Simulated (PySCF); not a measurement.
**Excitation energy of Al⁺ by level of theory**

Al⁺ [Ne] 3s2 (1S) → Al⁺ [Ne] 3p2 (3P), as a difference of total energies. All numbers are calculated (PySCF 2.14, scalar relativity by spin-free X2C-1e, in x2c-QZVPPall (9s6p4d2f1g, 70 functions)). Correlated levels: valence: [Ne] frozen; valence and next inner shell: 1s2 frozen. The calculations carry no spin-orbit coupling.

| method | excitation energy (cm⁻¹) |
| --- | --- |
| UHF | 86205 |
| LDA | 86030 |
| PBE | 84144 |
| PBE0 | 85695 |
| r2SCAN | 82470 |
| revPBE | 83110 |
| r2SCAN0 | 84819 |
| M06 | 87479 |
| wB97M-V | 91253 |
| MP2 (valence) | 91277 |
| SCS-MP2 (valence) | 93483 |
| MP2 (valence and next inner shell) | 93160 |
| SCS-MP2 (valence and next inner shell) | 94942 |

Errors of the correlated levels include the incompleteness of this basis and the frozen core.

The basis was made for the ground configuration and has no added diffuse functions, so the excitation energy can come out too high.

For comparison: 94208 cm⁻¹ (measured; NIST levels, between the centres of gravity of the two terms).
